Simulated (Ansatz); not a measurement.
Ideal-gas functions of ClH4NO2Zr (`[NH2][Zr]([OH])([OH])[Cl]`) at 600 K and 1 bar, from an Ansatz frequency run at PBE0-D4/def2-TZVP.

Molar mass 176.71 g/mol, point group Cs (symmetry number 1), electronic degeneracy 1, moments of inertia 184.42, 295.767, 304.533 u Å². Harmonic wavenumbers (cm⁻¹, unscaled): 109, 128, 152, 157, 162, 176, 219, 271, 288, 310, 378, 455, 502, 654, 719, 724, 1539, 3563, 3658, 4001, 4003.

Use S(trans) = R[1.5 ln M + 2.5 ln T − 1.1517]; rotational temperatures θ = 24.2544 K / I; S(rot) = R[ln(√π/σ · √(T³/θAθBθC)) + 1.5]; for each mode x = 1.438777 ν̃/T, S = R[x/(eˣ − 1) − ln(1 − e⁻ˣ)] and H = RT x/(eˣ − 1); 1 cm⁻¹ = 0.0119627 kJ/mol; R = 8.31446 J/(mol·K).

**Question.** By hand: the entropy, in J/(mol·K).

**Answer.** Translation 187.9. Rotation: θ = 0.1315, 0.082, 0.0796 K, giving 126.4. Vibration, mode by mode: 19.49, 18.17, 16.75, 16.49, 16.23, 15.55, 13.76, 12.04, 11.56, 10.97, 9.41, 7.99, 7.26, 5.38, 4.74, 4.70, 1.00, 0.02, 0.01, 0.01, 0.01, in all 191.5. Electronic 0.0. Sum 505.8 J/(mol·K).

**Question.** By hand: H − E and G − E in kJ/mol, counted from the electronic energy.

**Answer.** Zero-point energy ½ × 22168 × 0.0119627 = 132.6; thermal vibration 53.8; translation, rotation and pV give 4 RT = 20.0. H − E = 206.4 kJ/mol, and G − E = 206.4 − 600 × 505.8/1000 = -97.1 kJ/mol.

Vibration gives 38 % of the entropy, 37.7 J/(mol·K) of it from the modes under 150 cm⁻¹: soft modes count most, and the harmonic formula is weakest for them. The sum counts one conformer and one mirror image; others add a mixing term.
